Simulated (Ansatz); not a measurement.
Relaxation of FH4SbSi (7 atoms, charge 0, multiplicity 1), to a largest force component of 0.015 eV/Å in at most 40 steps.

All numbers below come from RKS PBE0-D4/def2-SVP in Ansatz 0.2.0.

```xyz
7
Properties=species:S:1:pos:R:3
F -0.494 -2.123 1.145
Sb -1.504 -0.773 -0.033
Si 0.398 0.846 0.063
H -0.785 -1.498 -1.499
H 1.690 0.109 -0.167
H 0.463 1.496 1.401
H 0.294 1.876 -0.956
```

Question: Where does it end, and by what steps?

Answer: It converged. The force dipped under the threshold on the way, but the program's further checks kept it going. After 6 steps the energy has fallen by 0.213 eV; H5 moved furthest, 0.09 Å.

| step | energy less start (eV) | largest force component (eV/Å) | accepted |
| --- | --- | --- | --- |
| 0 | 0.0000 | 2.279 | yes |
| 1 | -0.1381 | 0.932 | yes |
| 2 | -0.2083 | 0.253 | yes |
| 3 | -0.2119 | 0.052 | yes |
| 4 | -0.2125 | 0.010 | yes |
| 5 | -0.2128 | 0.017 | yes |
| 6 | -0.2129 | 0.005 | yes |

```xyz
7
Properties=species:S:1:pos:R:3
F -0.557 -2.107 1.137
Sb -1.493 -0.856 -0.036
Si 0.463 0.845 0.071
H -0.836 -1.493 -1.498
H 1.764 0.151 -0.152
H 0.464 1.500 1.412
H 0.256 1.891 -0.980
```

Whether the end is a true minimum wasn't checked by a vibrational analysis.

Run time: 32 s on 1 thread of AMD EPYC 7R43 64-Core Processor (Zen 3), on a shared host, peak memory 0.17 GiB.
